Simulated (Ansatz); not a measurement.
Relaxation of C2H7AlN2 (12 atoms, charge 0, multiplicity 1), to a largest force component of 0.02 eV/Å in at most 40 steps.

All numbers below come from Ansatz, RKS PBE-D4/STO-3G.

```xyz
12
Properties=species:S:1:pos:R:3
C -1.375 0.167 -0.586
N -0.018 -0.153 -0.796
C 0.438 -1.031 0.271
N 1.477 -0.193 1.058
Al 1.127 1.220 -0.164
H -2.064 -0.649 -0.828
H -1.611 0.548 0.447
H -1.662 1.042 -1.309
H 1.028 -1.870 -0.119
H -0.343 -1.440 0.952
H 0.923 0.079 1.973
H 2.158 2.225 -0.866
```

Task: Where does it end, and by what steps?

Result: The run converged. Limits of this set-up: minimal basis. After 13 steps the energy has fallen by 1.345 eV; H11 moved furthest, 1.33 Å.

```tsv
step	energy less start (eV)	largest force component (eV/Å)	accepted
0	0.0000	3.718	yes
1	-0.7780	1.382	yes
2	-0.9407	0.522	yes
3	-1.0172	0.584	yes
4	-1.1087	0.491	yes
5	-1.1788	0.469	yes
6	-1.2571	0.559	yes
7	-1.2937	0.666	yes
8	-1.3258	0.477	yes
9	-1.3321	0.114	yes
10	-1.3362	0.274	yes
11	-1.3443	0.064	yes
12	-1.3450	0.043	yes
13	-1.3451	0.018	yes
```

```xyz
12
Properties=species:S:1:pos:R:3
C -1.527 0.160 -0.838
N -0.248 0.339 -0.115
C 0.308 -0.828 0.669
N 1.779 -0.404 0.716
Al 1.324 1.124 -0.127
H -1.510 -0.705 -1.547
H -2.384 -0.008 -0.143
H -1.748 1.076 -1.427
H 0.166 -1.805 0.130
H -0.153 -0.947 1.688
H 2.123 -0.433 1.719
H 1.947 2.374 -0.691
```

Whether the end is a true minimum wasn't checked by a vibrational analysis.

Run time: 29 s on 1 thread of Arm Neoverse V1, with other jobs on the host, peak memory 0.12 GiB.
